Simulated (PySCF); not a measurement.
C4H5NSi, SMILES N#CC1=CC[SiH2]1. Coordinates come from a B3LYP-D3(BJ)/def2-SVP optimisation. This is a generated structure with no PubChem entry under its InChIKey; it may be hypothetical.

Method: PySCF 2.14.0 with B3LYP-D3(BJ)/def2-SVP.

Harmonic wavenumbers (cm⁻¹): 159, 161, 223, 467, 476, 517, 552, 629, 675, 701, 781, 800, 886, 947, 965, 1096, 1126, 1177, 1249, 1411, 1628, 2230, 2240, 2347, 3049, 3097, 3129. Rotational constants (GHz): 6.972, 1.922, 1.549; symmetry number 1.

Task: Work out the zero-point energy and the ideal-gas rigid-rotor harmonic-oscillator thermochemistry at 298.15 K and 1 atm.

Result: ZPE = ½ Σ hcν = ½ × 32720 cm⁻¹ = 195.71 kJ/mol. H − E(el) = 214.67 kJ/mol. Entropy in J/(mol K): translation 165.56, rotation 113.55, vibration 49.08, total 328.20. G − E(el) = 116.82 kJ/mol. Cp = 104.58 J/(mol K).
